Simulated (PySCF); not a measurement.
How methods differ on the excitation energy of B

B [He] 2s2 2p1 (2P) → B [He] 2s1 2p2 (4P), as a difference of total energies. Calculation: PySCF 2.14, in dyall-acv3z; scalar relativity by spin-free X2C-1e. Correlated levels: valence: 1s2 frozen; virtual orbitals above 40 to 60 times the deepest correlated orbital energy dropped. The calculations carry no spin-orbit coupling.

| method | excitation energy (eV) |
| --- | --- |
| UHF | 2.194 |
| MP2 (valence) | 3.127 |
| SCS-MP2 (valence) | 3.509 |
| CCSD (valence) | 3.543 |
| CCSD(T) (valence) | 3.578 |

Q: How much does correlation contribute at CCSD(T) (valence)?

A: 3.578 − (2.194) = 1.384 eV, measured against UHF.
